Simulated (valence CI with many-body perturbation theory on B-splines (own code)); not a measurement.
# Energy levels of As XIII

Level of theory: relativistic CI+MBPT: three valence electrons over a frozen Dirac-Fock core [Ar], a basis of 9 s, 9 p, 10 d, 8 f, 5 g, 3 h, 1 i functions for each j, with the one-electron correlation potential Σ1, the two-electron term Σ2, the three-electron term Σ3, Breit, model QED; selected CI, second order for the rest, scaled by the run's own slope (own B-spline code, finite nucleus).

No measured spectrum was set against this ion. As an estimate, terms of the open shell hold to 2 to 4 % of their energy, and close levels can change places. Core correlation moves these levels by up to 3800 cm⁻¹, and in measured spectra 5 to 20 % of such shifts remained as error; rates that hang on mixing are uncertain with them. Only levels of the ground parity were solved; by the run's estimate the other parity begins above the list, which can be wrong where configurations are misplaced.

Levels 1 to 19 of 19, with energies above the lowest level, 3d3 4F_3/2. "Leading %" is the weight of the configuration and term that name the level; weights of strongly mixed levels are sums over their largest components and can fall short. Lifetimes count E1, E2, E3, M1 and M2 decay at the calculated energies, and are blank where another channel may lead or the interval is too uncertain; long ones can be off by a factor of two.

```tsv
No.	Configuration	Term	J	E (cm⁻¹)	Leading %	Second component	g	Lifetime
1	3d3	4F	3/2	0.0	98		0.405	
2	3d3	4F	5/2	3214	99		1.028	705 ms
3	3d3	4F	7/2	7077	99		1.235	404 ms
4	3d3	4F	9/2	11257	97		1.327	513 ms
5	3d3	4P	3/2	35861	82	15 % 3d3 2P	1.639	206 ms
6	3d3	4P	1/2	36026	93	7 % 3d3 2P	2.531	2.29 s
7	3d3	2G	7/2	40067	99		0.891	34.3 ms
8	3d3	4P	5/2	41204	98		1.593	303 ms
9	3d3	2G	9/2	42611	78	20 % 3d3 2H	1.076	25.3 ms
10	3d3	2D	3/2	49957	55	29 % 3d3 2P	1.091	12.1 ms
11	3d3	2P	1/2	52382	93	7 % 3d3 4P	0.803	42.5 ms
12	3d3	2H	9/2	56240	80	19 % 3d3 2G	0.948	36.3 ms
13	3d3	2H	11/2	57019	100		1.090	130 ms
14	3d3	2D	5/2	58788	98		1.204	14.7 ms
15	3d3	2P	3/2	61957	56	40 % 3d3 2D	1.127	13.6 ms
16	3d3	2F	7/2	86822	99		1.141	26.4 ms
17	3d3	2F	5/2	88376	99		0.861	37.7 ms
18	3d3	2D	5/2	134370	98		1.196	4.52 ms
19	3d3	2D	3/2	135800	100		0.799
```

Names give the largest LS component (configuration and term), which can be under half, so a name can repeat, a term be missing and a line seem to break the LS rules; names also repeat where a configuration has a term twice.

The ionisation energy to 3d2 3F_2 of the next ion comes out as 375.26 eV (NIST: 375 ± 3 eV (theoretical)). All 19 levels together are meant to be complete up to 141230 cm⁻¹.
